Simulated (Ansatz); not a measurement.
The same molecule with X = F, Cl, I. Ansatz, PBE0-D4/def2-TZVP geometries, multiplicity 1.

Elements past krypton have def2 core potentials. Outer-core shells of I, In are correlated without core-valence functions. Spin–orbit coupling is left out.

```tsv
X	molecule	vertical ionisation energy (CCSD(T)/def2-TZVPP) / eV	mean X–In bond length / Å	HOMO–LUMO gap (PBE/def2-TZVPP) / eV	LUMO energy (PBE0/def2-TZVPP) / eV	ideal-gas entropy at 298 K and 1 bar (rigid rotor, harmonic PBE0-D4/def2-TZVP) / J/(mol·K)
F	`[F][In]`	10.02	1.994	4.25	-1.57	236
Cl	`[Cl][In]`	9.48	2.413	3.87	-1.79	248
```

**Question.** Give the row for X = I, `[In][I]`. (Best estimate.)

**Answer.** The calculation gave: 
| X | molecule | vertical ionisation energy (CCSD(T)/def2-TZVPP) / eV | mean X–In bond length / Å | HOMO–LUMO gap (PBE/def2-TZVPP) / eV | LUMO energy (PBE0/def2-TZVPP) / eV | ideal-gas entropy at 298 K and 1 bar (rigid rotor, harmonic PBE0-D4/def2-TZVP) / J/(mol·K) |
| --- | --- | --- | --- | --- | --- | --- |
| I | `[In][I]` | 8.78 | 2.771 | 3.34 | -1.97 | 268 |

From F to I the vertical ionisation energy (CCSD(T)/def2-TZVPP) falls at each step, by 1.24 eV in all; the mean X–In bond length rises at each step, by 0.777 Å in all; the HOMO–LUMO gap (PBE/def2-TZVPP) falls at each step, by 0.91 eV in all; the LUMO energy (PBE0/def2-TZVPP) falls at each step, by 0.40 eV in all; the ideal-gas entropy at 298 K and 1 bar (rigid rotor, harmonic PBE0-D4/def2-TZVP) rises at each step, by 32 J/(mol·K) in all. Bonds lengthen as the atom grows down the group.
